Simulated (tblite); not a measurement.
Species: CH₁₁N₃OSi₂.
Numbering: `[CH3:1][Si@H:2]([OH:3])[NH:4][SiH:5]([NH2:6])[NH2:7]` (hydrogens: H8, H9, H10 on C1; H11 on Si2; H12 on O3; H13 on N4; H14 on Si5; H15, H16 on N6; H17, H18 on N7)

Geometry (GFN2-xTB, Å), atoms numbered from 1 in this order:
```
atom  x, y, z in Å
C1     2.0708    0.2955    0.8971
Si2    1.4736    0.5690   -0.8809
O3     1.7823    2.0718   -1.4391
N4    -0.2292    0.2847   -0.9003
Si5   -1.1492   -0.9090   -0.0330
N6    -2.7357   -0.7799   -0.7056
N7    -1.3854   -0.6402    1.6549
H8     1.5831    0.9686    1.5974
H9     1.8624   -0.7195    1.2171
H10    3.1416    0.4545    0.9807
H11    2.2340   -0.2234   -1.8458
H12    1.4110    2.8357   -1.0055
H13   -0.7213    0.7244   -1.6613
H14   -0.4671   -2.2047   -0.1154
H15   -3.4566   -1.2939   -0.2270
H16   -2.8243   -0.9316   -1.6968
H17   -2.0374    0.0803    1.9229
H18   -0.5614   -0.5761    2.2288
```

Computed with GFN2-xTB (tblite): harmonic, unscaled wavenumbers at the GFN2-xTB geometry, gas phase. This tight-binding method is rough: wavenumbers can miss measured ones by several per cent, in bad cases by 10 to 20. Modes of hydrogen on silicon can be 10 to 20 % off. One conformer, not necessarily the lowest.

Harmonic wavenumbers (cm⁻¹): 38.2, 61.3, 103.8, 133.4, 165.0, 185.8, 194.4, 213.7, 231.3, 252.7, 265.0, 277.5, 298.2, 359.7, 567.2, 600.8, 637.1, 661.1, 665.6, 671.8, 714.8, 753.5, 806.0, 811.4, 813.6, 821.0, 834.1, 882.1, 910.0, 928.9, 987.2, 1190.5, 1378.5, 1496.5, 1501.7, 1524.6, 1534.9, 2208.1, 2258.8, 3025.7, 3045.0, 3060.3, 3472.6, 3474.9, 3487.7, 3516.4, 3521.4, 3667.4.

A = 3081, B = 975.5, C = 814.8 MHz; mass 137.044 u (most abundant isotopes); point group C1, symmetry number 1.

Problem. What is the zero-point energy?

Solution. Half the sum of the wavenumbers: 29606 cm⁻¹ = 84.65 kcal/mol.

Problem. Entropy at 273.15 K, 1 bar (ideal gas, RRHO, classical rotation)?

Solution. Translation 40.25, rotation 29.00, vibration 35.58: S = 104.8 cal/(mol K).

Problem. And Cp and H(273.15 K) − H(0)?

Solution. Cp = 43.81 cal/(mol K), of which vibrations give 35.86 (their classical limit is 48 R = 95.4); H(273.15 K) − H(0) = 7.35 kcal/mol without the zero-point energy, 5.18 from vibrations.

Problem. Which modes carry the vibrational entropy at 273.15 K?

Solution. 38.2 cm⁻¹: 5.18; 61.3 cm⁻¹: 4.24; 103.8 cm⁻¹: 3.21; 133.4 cm⁻¹: 2.73; 165.0 cm⁻¹: 2.33; 185.8 cm⁻¹: 2.11 cal/(mol K); the other 42 give 15.78 together.

Problem. Blend soft modes into free rotors: weight 1/[1 + (100 cm⁻¹/ν̃)⁴] for the oscillator and the rest for a rotor with moment μB/(μ + B), μ = h/(8π²ν), B = 10⁻⁴⁴ kg m². What vibrational entropy results?

Solution. 33.05 cal/(mol K) in place of 35.58, which changes −T·S at 273.15 K by +0.69 kcal/mol.

Hindered rotation and anharmonicity are outside this model. Other conformers, if any are populated, would add a mixing term that is left out. The structure is chiral; the term R ln 2 for an equal mix with its mirror image is left out.
